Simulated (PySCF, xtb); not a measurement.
BO, SMILES [B]=O (connectivity only; charge and spin as stated), charge +1, multiplicity 1.

GFN2-xTB (xtb) at its own geometry gives an orbital gap of 3.92 eV.

Coordinates come from a r2SCAN-D4/def2-TZVPD optimisation. The spin state was assumed, not searched.

Q: What does PBE/def2-TZVPD (PySCF) give? (The exact figures need the calculation; the answer reports its results.)

A: gap 1.42 eV (levels -18.51 and -17.09 eV).
